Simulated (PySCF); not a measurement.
Q: What does the PBE0-D3(BJ)/def2-SVP structure of `C=C(C)[C@H]1CCCCNC1` look like in three dimensions?

A: 
```xyz
27
C9H17N angstrom
C      2.489   -0.992    0.161
C      1.889   -0.018   -0.535
C      2.686    1.005   -1.290
C      0.386    0.159   -0.582
C     -0.424   -1.106   -0.291
C     -1.793   -1.129   -0.973
C     -2.846   -0.174   -0.424
C     -2.404    1.280   -0.268
N     -1.380    1.483    0.731
C     -0.001    1.350    0.343
H      3.579   -1.064    0.195
H      1.926   -1.744    0.719
H      2.444    0.970   -2.365
H      3.768    0.847   -1.175
H      2.455    2.029   -0.951
H      0.140    0.458   -1.619
H      0.148   -1.972   -0.659
H     -0.536   -1.255    0.798
H     -1.641   -0.920   -2.048
H     -2.196   -2.155   -0.925
H     -3.175   -0.528    0.572
H     -3.744   -0.219   -1.064
H     -2.036    1.677   -1.231
H     -3.289    1.891   -0.014
H     -1.583    0.938    1.563
H      0.333    2.285   -0.143
H      0.592    1.264    1.268
```

Any rigid rotation of these coordinates is as good. Atoms count from 1 in this order. The 8 C–C bonds span 1.339 Å (C1=C2, drawn double) to 1.557 Å (C4–C10, drawn single), a spread of 0.218 Å. Of the pairs four or more bonds apart, C5···H12 is among the closest relative to their van der Waals radii: 2.64 Å, 91 % of the sum of Bondi's values. The 7-membered ring C4–C5–C6–C7–C8–N9–C10 has internal angles of 112.8° to 118.6°; it is puckered, 0.30 Å rms from its mean plane, widest ring torsion 88°. N9 (secondary amine nitrogen) is pyramidal (angles 118.6°, 111.3° and 110.5°, sum 340.4°, 0.33 Å off the plane of its three neighbours).

Bonds between heavy atoms (Å): C1=C2 1.339, C2–C3 1.501, C2–C4 1.514, C4–C5 1.530, C5–C6 1.529, C6–C7 1.524, C7–C8 1.528, C8–N9 1.445, N9–C10 1.440, C4–C10 1.557.

The calculation used PBE0-D3(BJ)/def2-SVP geometry optimisation, gas phase (PySCF 2.14.0).

Point group: C1 (no symmetry element, even within 0.4 Å). Stationary, but not proved a minimum. The numbers are those of one conformer (C1–C2–C4–C5 -24°, C2–C4–C5–C6 -152°, C4–C5–C6–C7 -71°, C5–C6–C7–C8 50°, C6–C7–C8–N9 -66°).
